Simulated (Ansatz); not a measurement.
The molecule HfB, multiplicity 4 (lowest of 2S+1 = 2, 4, 6 at CCSD(T)/def2-TZVPP on PBE0 minima; our sources give no spin for the ground state, which may be another). No spin–orbit coupling. The T1 diagnostic near the minimum is 0.064, so single-reference values are doubtful.

The constants come from a fifth-degree fit in 1/R (seven points, main isotopes). In def2 and cc sets the state is the lowest found near the PBE0 minimum, followed along R.

Run with Ansatz (Gaussian basis) for Hartree–Fock, density functionals and correlated methods. Each number belongs to the level named beside it. In def2 rows elements past Kr take small-core potentials, without spin–orbit coupling.

Energies at wB97M-V/def2-TZVPP:

```tsv
R (Å)	E (hartree)
1.999670	-72.52185471
2.053424	-72.52637277
2.102878	-72.52856412
2.158783	-72.52916612
2.214688	-72.52814619
2.279193	-72.52538407
2.354450	-72.52055703
```

Task: With a reduced mass of 10.3746 u, find the minimum, the force constant and the constants.

Result: A fifth-degree polynomial in 1/R puts the minimum at r_e = 2.1497 Å with force constant 234 N/m. Then ω_e = (1/2πc)√(k/μ) = 618 cm⁻¹ and B_e = h/(8π²cμr_e²) = 0.3516 cm⁻¹; the cubic and quartic terms give α_e = 0.0021 and ω_e x_e = 3.0 cm⁻¹.

Ansatz is a quantum-chemistry and plane-wave program.
